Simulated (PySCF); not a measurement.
# Correlation energy of Sr⁻ (strontium, charge -1)

[Kr] 4d1 5s2, 2D determinant. Computed with PySCF 2.14 in aug-cc-pVDZ-X2C (7s6p4d, 45 functions), with the spin-free X2C one-electron Hamiltonian (Gaussian nucleus). Frozen: [Kr]; 3 electrons correlated.

```csv
level,correlation energy (mhartree)
CCSD,-30.12
(T),-1.16
CCSD(T),-31.28
CCSDT,-32.93
FCI,-32.93
```

Diagnostics: T1 = 0.078, D1 = 0.1891, largest double amplitude 0.135, weight of the Hartree-Fock determinant in FCI 0.7350 (9477 determinants).

The configuration of this anion was assumed by filling the next shell in order. It is not the known or likely ground configuration (Ca⁻, Sr⁻ and Ba⁻, for instance, bind a p electron), so these values are not the electron affinity of the element. T1 exceeds 0.03, a sign that the reference determinant is poor.

Cost of the coupled-cluster step: of the order of 0.23 core-seconds, for 3 correlated electrons.

Iterations:

```
CC2 = 0
CCSD nocc = (np.int64(2), np.int64(1)), nmo = (27, 27)
frozen orbitals [[0, 1, 2, 3, 4, 5, 6, 7, 8, 9, 10, 11, 12, 13, 14, 15, 16, 17], [0, 1, 2, 3, 4, 5, 6, 7, 8, 9, 10, 11, 12, 13, 14, 15, 16, 17]]
max_cycle = 100
direct = 0
conv_tol = 1e-08
conv_tol_normt = 1e-06
diis_space = 8
diis_start_cycle = 0
Init t2, MP2 energy = -0.0180974566638069
Init E_corr(UCCSD) = -0.0180974566694424
cycle = 1  E_corr(UCCSD) = -0.0244050027243791  dE = -0.00630754605  norm(t1,t2) = 0.0826634
cycle = 2  E_corr(UCCSD) = -0.0267832494427122  dE = -0.00237824672  norm(t1,t2) = 0.0456041
cycle = 3  E_corr(UCCSD) = -0.0290136144084801  dE = -0.00223036497  norm(t1,t2) = 0.0321997
cycle = 4  E_corr(UCCSD) = -0.0295970843651581  dE = -0.000583469957  norm(t1,t2) = 0.0208032
cycle = 5  E_corr(UCCSD) = -0.0301930112657002  dE = -0.000595926901  norm(t1,t2) = 0.00985569
cycle = 6  E_corr(UCCSD) = -0.0299509626104417  dE = 0.000242048655  norm(t1,t2) = 0.00390693
cycle = 7  E_corr(UCCSD) = -0.0301481689646997  dE = -0.000197206354  norm(t1,t2) = 0.00208228
cycle = 8  E_corr(UCCSD) = -0.0300862057617839  dE = 6.19632029e-05  norm(t1,t2) = 0.000827434
cycle = 9  E_corr(UCCSD) = -0.030108357876729  dE = -2.21521149e-05  norm(t1,t2) = 0.000454833
cycle = 10  E_corr(UCCSD) = -0.0301156226155368  dE = -7.26473881e-06  norm(t1,t2) = 0.000135416
cycle = 11  E_corr(UCCSD) = -0.0301168127057552  dE = -1.19009022e-06  norm(t1,t2) = 3.64929e-05
cycle = 12  E_corr(UCCSD) = -0.0301164457941529  dE = 3.66911602e-07  norm(t1,t2) = 1.37145e-05
cycle = 13  E_corr(UCCSD) = -0.0301164717813041  dE = -2.59871512e-08  norm(t1,t2) = 6.95834e-06
cycle = 14  E_corr(UCCSD) = -0.030116456546609  dE = 1.52346951e-08  norm(t1,t2) = 3.58535e-06
cycle = 15  E_corr(UCCSD) = -0.0301164741327889  dE = -1.75861799e-08  norm(t1,t2) = 4.68261e-06
cycle = 16  E_corr(UCCSD) = -0.0301164508794505  dE = 2.32533385e-08  norm(t1,t2) = 2.31568e-06
cycle = 17  E_corr(UCCSD) = -0.030116446914457  dE = 3.96499354e-09  norm(t1,t2) = 1.05747e-06
cycle = 18  E_corr(UCCSD) = -0.030116449815197  dE = -2.90074002e-09  norm(t1,t2) = 3.8512e-07
UCCSD converged
E(UCCSD) = -3177.337461414474  E_corr = -0.03011644981519697
UCCSD(T) correction = -0.00115687773421756
```
